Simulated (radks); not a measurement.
Results of a calculation; reference values are marked as such.
The oxygen ion O7+, 1s1. Code: a radial shooting solver on a logarithmic mesh with Libxc functionals. Model: non-relativistic Kohn-Sham, exchange-only LDA, spin-polarised, spherical densities, point nucleus. Every spin shell is full or empty, so the densities are truly spherical. Functionals are evaluated on that one density, not self-consistently. Rank these orbital-free kinetic functionals by their error against the exact value of the orbitals, and give that value: Thomas-Fermi, TF + vW/9, TF + vW/5, LC94, APBEK, revAPBEK, Thakkar, Pearson, LKT, PG1, Ernzerhof.

Answer. Exact: 31.6458 hartree. From best to worst, with 100 (|E| - |E exact|)/|E exact| (equal figures are ties): APBEK +2.13, Pearson -2.28, LC94 +2.29, Thakkar +2.49, TF + vW/9 +2.80, revAPBEK +3.03, Ernzerhof +6.75, Thomas-Fermi -8.31, TF + vW/5 +11.69, PG1 +55.36, LKT +62.67.
